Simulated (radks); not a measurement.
Q: Species: He+. Configuration: 1s1. Calculated with a radial shooting solver on a logarithmic mesh with Libxc functionals: non-relativistic Kohn-Sham, exchange-only LDA, spin-polarised, spherical densities, point nucleus; open shells are filled with parallel spins first. Some entries of the table are withheld. Estimate them.

orbital  occ.  eigenvalue (eV)  r(max) (bohr)
1s up       1         -40.2481         0.5062
2s up       0              (1)            (2)
2p up       0          -4.7899            (3)

A: 
(1) 2s up eigenvalue (eV): -5.6195
(2) 2s up r(max) (bohr): 3.092
(3) 2p up r(max) (bohr): 2.564
